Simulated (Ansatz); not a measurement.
The same molecule with X = F, Cl, Br. Ansatz, PBE0-D4/def2-TZVP geometries, multiplicity 1. Each molecule was computed in one conformer, which needn't be the lowest.

Elements past krypton have def2 core potentials. Outer-core shells of Br, Sn are correlated without core-valence functions. Scalar relativity is left out up to krypton. Spin–orbit coupling is left out.

| X | molecule | vertical ionisation energy (CCSD(T)/def2-TZVPP) / eV | mean X–Sn bond length / Å | size of the dipole moment (ωB97M-V/def2-TZVPP) / D | size of the dipole moment (B3LYP/def2-TZVPP) / D | size of the dipole moment (PBE/def2-TZVPP) / D |
| --- | --- | --- | --- | --- | --- | --- |
| F | `[NH2][Sn][F]` | 9.75 | 1.951 | 2.92 | 2.96 | 2.81 |
| Br | `[NH2][Sn][Br]` | 9.64 | 2.543 | 3.32 | 3.28 | 3.16 |

(1) Give the row for X = Cl, `[NH2][Sn][Cl]`. (Best estimate.)

Results:

(1) The calculation gave: 
```csv
X,molecule,vertical ionisation energy (CCSD(T)/def2-TZVPP) / eV,mean X–Sn bond length / Å,size of the dipole moment (ωB97M-V/def2-TZVPP) / D,size of the dipole moment (B3LYP/def2-TZVPP) / D,size of the dipole moment (PBE/def2-TZVPP) / D
Cl,`[NH2][Sn][Cl]`,9.71,2.386,3.19,3.19,3.08
```

From F to Br the vertical ionisation energy (CCSD(T)/def2-TZVPP) falls at each step, by 0.11 eV in all; the mean X–Sn bond length rises at each step, by 0.592 Å in all. Bonds lengthen as the atom grows down the group. Dipoles are sizes alone, and their direction can turn along the series.

B3LYP here is the variant with VWN-RPA as its local correlation; programs differ in this.
